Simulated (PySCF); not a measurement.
Electron correlation in Zr⁺ (zirconium, charge +1)

[Kr] 4d2 5s1, high-spin 4F determinant. Calculation: PySCF 2.14, in aug-cc-pVTZ-DK; the spin-free X2C one-electron Hamiltonian (Gaussian nucleus). Frozen: [Kr]; 3 electrons correlated.

| level | correlation energy (mhartree) |
| --- | --- |
| CCSD | -15.96 |
| (T) | -0.15 |
| CCSD(T) | -16.11 |

Diagnostics: T1 = 0.0047, D1 = 0.0099, largest double amplitude 0.027.

Cost of the coupled-cluster step: about 11 core-seconds, for 3 correlated electrons.
